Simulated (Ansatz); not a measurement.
Input for Ansatz (a first-principles code): R-CCSD(T)/aug-cc-pVDZ on C2HNO (a complex).

Ansatz 0.2 input:
```yaml
crystal:
  periodic: [false, false, false]
  atoms:
    - {symbol: C, position_ang: [0.49743472, -0.31961376, 0.05101062]}
    - {symbol: O, position_ang: [0.64720353, -0.59820713, -1.02636477]}
    - {symbol: C, position_ang: [-0.01203093, 0.58300668, 3.46570393]}
    - {symbol: N, position_ang: [-0.18440930, 0.87744658, 4.56026035]}
    - {symbol: H, position_ang: [0.14834960, 0.30848704, 2.44415403]}
basis:
  gaussian:
    orbitals: aug-cc-pVDZ
magnetization: {spin_polarized: false}
correlation: {method: ccsd_t, electrons: outside_noble_gas}
scf: {lower_state_search: off}
```

Output:

```
WARN ansatz: RAYON_NUM_THREADS=1 ignored (pool sized by the plan → 1); use --threads N
Functional definition: HF
these checks for a lower state are left out or cut short: stability, starts, cluster_reference, orbital_swaps, neighbouring_geometries, increment
integrals: 0.13 GiB planned
1014 factors; integrals over basis functions are off by at most 9.1e-4 eV
mean field: 0.19 GiB planned
mean field evaluation 1: about -5592.5958 eV, gradient 3.8e1 eV
mean field evaluation 2: about -5592.6007 eV, gradient 3.8e1 eV
mean field evaluation 4: about -5595.8366 eV, gradient 3.2e0 eV
mean field evaluation 8: about -5595.8768 eV, gradient 1.4e-4 eV
mean field -5595.87681505 eV, -205.6446799314 hartree, gradient 1.9e-6 eV, S^2 0.000000; 0 other end points of the search recorded, 0 dependent functions left out
4 core orbitals not correlated
reference -5595.87681505 eV, -205.6446799314 hartree; 10, 10 occupied and 87, 87 virtual orbitals, 1014 factors
second order -16.16252863 eV of doubles, -0.00000000 eV of singles
coupled cluster: 0.41 GiB planned
cycle   1  -15.85180352 eV  change    3.1e-1 eV  update   1.2e-1
cycle   2  -16.41616550 eV  change   -5.6e-1 eV  update   3.8e-2
cycle   3  -16.57721801 eV  change   -1.6e-1 eV  update   1.9e-2
cycle   4  -16.56887677 eV  change    8.3e-3 eV  update   4.5e-3
cycle   5  -16.57331139 eV  change   -4.4e-3 eV  update   1.7e-3
cycle   6  -16.57428665 eV  change   -9.8e-4 eV  update   3.7e-4
cycle   7  -16.57427969 eV  change    7.0e-6 eV  update   1.0e-4
cycle   8  -16.57433623 eV  change   -5.7e-5 eV  update   3.1e-5
cycle   9  -16.57434757 eV  change   -1.1e-5 eV  update   1.3e-5
perturbative correction -0.69922096 eV, -0.0256958962 hartree
Total energy: -5613.15038358 eV, -206.2794718665 hartree
Checks for a lower state left out: stability, starts, cluster_reference, orbital_swaps, neighbouring_geometries, increment
```

The calculation finished and met its thresholds.

Cost: about 9 core-seconds (a rough figure).
